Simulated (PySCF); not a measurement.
## HgH⁺: frontier orbitals

r²SCAN0 at R = 1.605 Å; Hg def2-TZVP with ECP60, H def2-TZVP; scalar-relativistic core potentials (PySCF 2.14). State: ¹Σ⁺ (singlet), closed shell. Only the outer orbitals are listed, counted within each symmetry, core potentials removing the inner ones.

| orbital | occ. | ε (eV) | on Hg (%) | main shells (%) |
| --- | --- | --- | --- | --- |
| 3σ | 2 | -22.46 | 86 | 82 Hg d, 14 H s |
| 2π | 2 | -21.16 | 100 | 100 Hg d |
| 2π | 2 | -21.16 | 100 | 100 Hg d |
| 1δ | 2 | -20.78 | 100 | 100 Hg d |
| 1δ | 2 | -20.78 | 100 | 100 Hg d |
| 4σ | 2 | -17.09 | 75 | 59 Hg s, 25 H s, 13 Hg d |
| 5σ | 0 | -10.10 | 70 | 34 Hg s, 33 Hg p, 30 H s |
| 3π | 0 | -6.21 | 100 | 100 Hg p |
| 3π | 0 | -6.21 | 100 | 100 Hg p |

Problem. Which are the highest filled and the lowest empty level, where do they sit, and how wide is the gap?

Solution. Highest filled 4σ at -17.09 eV (in %: 59 Hg s, 25 H s, 13 Hg d); lowest empty 5σ at -10.10 eV (in %: 34 Hg s, 33 Hg p, 30 H s); the gap at r²SCAN0 is 6.99 eV.

| Quantity | Value |
| --- | --- |
| bond order (Mayer) | 1.00 |
| ⟨S²⟩ | 0.000 |
| charge on Hg (Mulliken, basis-dependent) | 0.79 |
| charge on Hg (Löwdin, basis-dependent) | 0.94 |
| dipole moment (positive dipole points towards H; it is taken about the centre of mass and depends on that origin) | -0.47 D |

Spin–orbit coupling is left out.
